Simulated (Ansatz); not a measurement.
Relaxation of CH$_{6}$BNO (10 atoms, charge 0, multiplicity 1), to a largest force component of 0.02 eV/Å in at most 40 steps.

These are results of RKS PBE0-D4/def2-SVP (Ansatz), not measurements.

```xyz
10
Properties=species:S:1:pos:R:3:forces:R:3
B 0.000 0.000 0.000 -1.47 -0.19 -1.23
C 0.000 0.000 1.600 -0.22 -0.73 -0.67
H -1.000 -0.309 1.970 0.33 0.24 0.08
H 0.768 -0.711 1.970 -0.11 0.36 0.14
H 0.232 1.020 1.970 -0.03 -0.26 -0.08
O 1.221 0.000 -0.705 -0.31 -1.64 0.25
H 1.521 -0.952 -0.860 -0.67 2.12 0.21
N -1.342 0.000 -0.775 1.19 0.10 0.60
H -2.011 -0.816 -0.676 0.88 2.01 -0.03
H -1.591 0.816 -1.404 0.41 -2.01 0.73
```

Problem. Where does it end, and by what steps?

Solution. The run converged. After 12 steps the energy has fallen by 1.636 eV; H10 moved furthest, 1.13 Å.

```json
{"step": "0", "energy less start (eV)": "0.0000", "largest force component (eV/Å)": "2.117", "accepted": "yes"}
{"step": "1", "energy less start (eV)": "-0.5837", "largest force component (eV/Å)": "1.320", "accepted": "yes"}
{"step": "2", "energy less start (eV)": "-0.9638", "largest force component (eV/Å)": "0.919", "accepted": "yes"}
{"step": "3", "energy less start (eV)": "-1.1907", "largest force component (eV/Å)": "0.586", "accepted": "yes"}
{"step": "4", "energy less start (eV)": "-1.3534", "largest force component (eV/Å)": "0.592", "accepted": "yes"}
{"step": "5", "energy less start (eV)": "-1.4882", "largest force component (eV/Å)": "0.698", "accepted": "yes"}
{"step": "6", "energy less start (eV)": "-1.5606", "largest force component (eV/Å)": "0.897", "accepted": "yes"}
{"step": "7", "energy less start (eV)": "-1.5368", "largest force component (eV/Å)": "2.533", "accepted": "no"}
{"step": "8", "energy less start (eV)": "-1.6159", "largest force component (eV/Å)": "0.418", "accepted": "yes"}
{"step": "9", "energy less start (eV)": "-1.6255", "largest force component (eV/Å)": "0.516", "accepted": "yes"}
{"step": "10", "energy less start (eV)": "-1.6357", "largest force component (eV/Å)": "0.075", "accepted": "yes"}
{"step": "11", "energy less start (eV)": "-1.6360", "largest force component (eV/Å)": "0.067", "accepted": "yes"}
{"step": "12", "energy less start (eV)": "-1.6363", "largest force component (eV/Å)": "0.010", "accepted": "yes"}
```

```xyz
10
Properties=species:S:1:pos:R:3
B 0.001 -0.087 0.064
C -0.073 -0.065 1.641
H -1.097 -0.066 2.043
H 0.457 -0.939 2.054
H 0.448 0.824 2.032
O 1.253 -0.041 -0.499
H 1.245 -0.060 -1.460
N -1.168 -0.154 -0.728
H -2.089 -0.188 -0.317
H -1.180 -0.176 -1.739
```

Whether the end is a true minimum wasn't checked by a vibrational analysis.

The run took 51 s on 1 thread of Intel(R) Xeon(R) Platinum 8259CL CPU @ 2.50GHz (Skylake/Cascade Lake), on a shared host, peak memory 0.17 GiB.
